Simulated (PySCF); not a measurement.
F4H2NTa, SMILES [F][Ta]([F])([NH2])([F])[F], multiplicity 1.

Geometry: B3LYP-D3(BJ)/def2-SVP. The multiplicity is an assumed one; no other spin state was optimised. The structure was generated by enumeration; whether it is a known compound was not checked. The def2 effective core potentials stand for the cores of Ta; spin–orbit coupling is left out. The values are those of a single conformer.

Two levels are set side by side: PBE/def2-TZVP (PySCF) and B3LYP/def2-TZVP (PySCF). Same geometry, gas phase. Differences are taken from unrounded values.

```tsv
quantity	PBE
orbital gap (eV)	4.21
highest occupied level (eV)	-7.47
lowest empty level (eV)	-3.26
dipole moment (D)	2.49
mean polarisability (bohr³)	48.2
```

Task: These are the PBE values. What does B3LYP give? (Estimate from the structure and the level; the computed values follow.)

Result: 
```csv
quantity,B3LYP,PBE minus B3LYP
orbital gap (eV),6.04,-1.84
highest occupied level (eV),-8.76,1.29
lowest empty level (eV),-2.71,-0.54
dipole moment (D),2.59,-0.10
mean polarisability (bohr³),45.7,2.5
```

PBE's occupied levels lie high since its potential decays too fast outside the molecule; exact exchange lowers them and widens the gap. Loosely held outer electrons make PBE densities more polarisable. Differences between two approximate levels are no errors against the true value.

Rough cost on one machine, each run with all the roots and properties that it gave: B3LYP against PBE within a factor of 2.
